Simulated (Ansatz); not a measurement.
Relaxation of CH5FS2Si (10 atoms, charge 0, multiplicity 1), to a largest force component of 0.02 eV/Å in at most 50 steps.

All numbers below come from Ansatz, RKS PBE/def2-SVP.

```xyz
10
Properties=species:S:1:pos:R:3
C -1.264 -0.078 1.342
S -0.044 1.199 0.991
Si 1.123 0.264 -0.522
F 1.570 -1.219 -0.040
S 0.040 0.147 -2.341
H -1.976 0.359 2.113
H -1.888 -0.227 0.443
H -0.827 -0.951 1.672
H 0.646 2.382 1.160
H 0.938 -0.585 -2.963
```

Problem. Where does it end, and by what steps?

Solution. The forces met the threshold. The force dipped under the threshold on the way, but the program's further checks kept it going. After 43 steps the energy has fallen by 3.279 eV; H10 moved furthest, 1.53 Å. Parted: S2–Si3.

```json
{"step": "0", "energy less start (eV)": "0.0000", "largest force component (eV/Å)": "5.032", "accepted": "yes"}
{"step": "2", "energy less start (eV)": "-1.6744", "largest force component (eV/Å)": "1.250", "accepted": "yes"}
{"step": "4", "energy less start (eV)": "-2.2592", "largest force component (eV/Å)": "1.653", "accepted": "yes"}
{"step": "6", "energy less start (eV)": "-2.7025", "largest force component (eV/Å)": "1.407", "accepted": "yes"}
{"step": "8", "energy less start (eV)": "-2.9584", "largest force component (eV/Å)": "0.842", "accepted": "yes"}
{"step": "10", "energy less start (eV)": "-3.1337", "largest force component (eV/Å)": "0.848", "accepted": "yes"}
{"step": "12", "energy less start (eV)": "-3.2185", "largest force component (eV/Å)": "0.492", "accepted": "yes"}
{"step": "14", "energy less start (eV)": "-3.2572", "largest force component (eV/Å)": "0.353", "accepted": "yes"}
{"step": "16", "energy less start (eV)": "-3.2658", "largest force component (eV/Å)": "0.066", "accepted": "yes"}
{"step": "18", "energy less start (eV)": "-3.2674", "largest force component (eV/Å)": "0.055", "accepted": "yes"}
{"step": "20", "energy less start (eV)": "-3.2682", "largest force component (eV/Å)": "0.028", "accepted": "yes"}
{"step": "22", "energy less start (eV)": "-3.2688", "largest force component (eV/Å)": "0.040", "accepted": "yes"}
{"step": "24", "energy less start (eV)": "-3.2695", "largest force component (eV/Å)": "0.046", "accepted": "yes"}
{"step": "26", "energy less start (eV)": "-3.2698", "largest force component (eV/Å)": "0.050", "accepted": "yes"}
{"step": "28", "energy less start (eV)": "-3.2700", "largest force component (eV/Å)": "0.031", "accepted": "yes"}
{"step": "30", "energy less start (eV)": "-3.2702", "largest force component (eV/Å)": "0.019", "accepted": "yes"}
{"step": "32", "energy less start (eV)": "-3.2705", "largest force component (eV/Å)": "0.060", "accepted": "yes"}
{"step": "34", "energy less start (eV)": "-3.2714", "largest force component (eV/Å)": "0.101", "accepted": "yes"}
{"step": "36", "energy less start (eV)": "-3.2735", "largest force component (eV/Å)": "0.078", "accepted": "yes"}
{"step": "38", "energy less start (eV)": "-3.2759", "largest force component (eV/Å)": "0.173", "accepted": "yes"}
{"step": "40", "energy less start (eV)": "-3.2778", "largest force component (eV/Å)": "0.071", "accepted": "yes"}
{"step": "42", "energy less start (eV)": "-3.2785", "largest force component (eV/Å)": "0.017", "accepted": "yes"}
{"step": "43", "energy less start (eV)": "-3.2787", "largest force component (eV/Å)": "0.016", "accepted": "yes"}
```

```xyz
10
Properties=species:S:1:pos:R:3
C -1.086 -0.060 1.191
S 0.304 1.079 1.510
Si 1.859 0.330 -0.677
F 1.504 -1.250 -0.241
S 0.229 0.587 -2.195
H -1.935 0.161 1.863
H -1.386 0.012 0.127
H -0.693 -1.074 1.389
H -0.219 2.180 0.896
H -0.259 -0.673 -2.009
```

Whether the end is a true minimum wasn't checked by a vibrational analysis.

The run took 100 s on 2 threads of Arm Neoverse V1, on a shared host, peak memory 0.16 GiB.
